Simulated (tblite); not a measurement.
Species: C5H8N3 (charge -1).
Atom-mapped SMILES: `[CH3:1][CH:2]([CH3:3])[c:4]1[cH:5][n-:6][n:7][n:8]1` (hydrogens: H9, H10, H11 on C1; H12 on C2; H13, H14, H15 on C3; H16 on C5)

Computed geometry: GFN2-xTB, gas phase.

(1) List the bond lengths, angles and torsions at this level.

Answers

(1) 
```tsv
bond	length (Å)	order
C1–C2, C2–C3	1.532	single
C2–C4	1.497	single
C4–C5	1.391	aromatic
C5–N6	1.341	aromatic
N6–N7	1.320	aromatic
N7–N8	1.318	aromatic
C4–N8	1.347	aromatic
C1–H9 and 5 like bonds	1.090	single
C2–H12	1.098	single
C5–H16	1.082	single
```

Bonds in one row agree within 0.01 Å and their mean is given. Orders are formal, as drawn. A selection of angles:
```tsv
angle	degrees
C2–C1–H9	110.1
C2–C1–H11	111.2
H9–C1–H10	108.1
H9–C1–H11	108.6
C1–C2–C3	110.2
C1–C2–C4	111.0
C1–C2–H12	108.7
C3–C2–C4	110.5
C4–C2–H12	107.6
C2–C4–C5	130.2
C2–C4–N8	123.1
C5–C4–N8	106.7
C4–C5–N6	107.6
C4–C5–H16	130.2
N6–C5–H16	122.2
C5–N6–N7	106.9
N6–N7–N8	111.6
C4–N8–N7	107.3
```

Torsions: C1–C2–C4–C5 60° (synclinal).

Of the pairs four or more bonds apart, C5···H10 is among the closest relative to their van der Waals radii: 2.97 Å, 103 % of the sum of Bondi's values. The 5-membered ring C4–C5–N6–N7–N8 has internal angles of 106.7° to 111.6° (sum 540°, against 540° for a flat polygon); it is planar, 0.00 Å rms from its mean plane, widest ring torsion 0°. C4 (substituted aromatic carbon) is planar (angles 130.2°, 123.1° and 106.7°, sum 360.0°, 0.01 Å off the plane of its three neighbours). N8 (ring nitrogen) is bent (angle 107.3°). C5 (aromatic CH next to a ring nitrogen) is planar (angles 130.2°, 122.2° and 107.6°, sum 360.0°, 0.00 Å off the plane of its three neighbours). The 4 C–C bonds span 1.391 Å (C4–C5, aromatic) to 1.532 Å (C1–C2, drawn single), a spread of 0.141 Å.

Its GFN2-xTB frequencies are all real (lowest 41 cm⁻¹).

One conformer stands for the species.
